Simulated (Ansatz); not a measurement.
Start from `NB[SiH2]N` and change one atom or group to get `B[SiH2]N`.

Ansatz, PBE0-D4/def2-TZVP geometries, multiplicity 1. Each molecule was computed in one conformer, which needn't be the lowest.

| property | `NB[SiH2]N` |
| --- | --- |
| LUMO energy (B3LYP/def2-TZVPP) / eV | -0.78 |
| HOMO energy (PBE0/def2-TZVPP) / eV | -6.63 |
| HOMO–LUMO gap (PBE/def2-TZVPP) / eV | 3.83 |
| size of the dipole moment (ωB97M-V/def2-TZVPP) / D | 2.31 |
| HOMO–LUMO gap (ωB97M-V/def2-TZVPP) / eV | 10.11 |
| HOMO energy (PBE/def2-TZVPP) / eV | -5.31 |

Question: What does the change do to each property? (An estimate is asked.)

Answer: The calculation gave: 
| property | `B[SiH2]N` | shift |
| --- | --- | --- |
| LUMO energy (B3LYP/def2-TZVPP) / eV | -2.46 | -1.68 |
| HOMO energy (PBE0/def2-TZVPP) / eV | -7.26 | -0.63 |
| HOMO–LUMO gap (PBE/def2-TZVPP) / eV | 2.62 | -1.21 |
| size of the dipole moment (ωB97M-V/def2-TZVPP) / D | 1.21 | -1.10 |
| HOMO–LUMO gap (ωB97M-V/def2-TZVPP) / eV | 9.29 | -0.82 |
| HOMO energy (PBE/def2-TZVPP) / eV | -5.89 | -0.58 |

With PBE0 the HOMO falls by 0.63 eV and the LUMO falls by 1.67 eV, so the gap narrows by about 1.04 eV. PBE moves the HOMO by -0.58 eV and ωB97M-V by -0.72 eV. The zero-point energy changes by -54.9 kJ/mol with -6 modes. Dipoles are sizes alone; their direction can turn.

B3LYP here is the variant with VWN-RPA as its local correlation; programs differ in this.
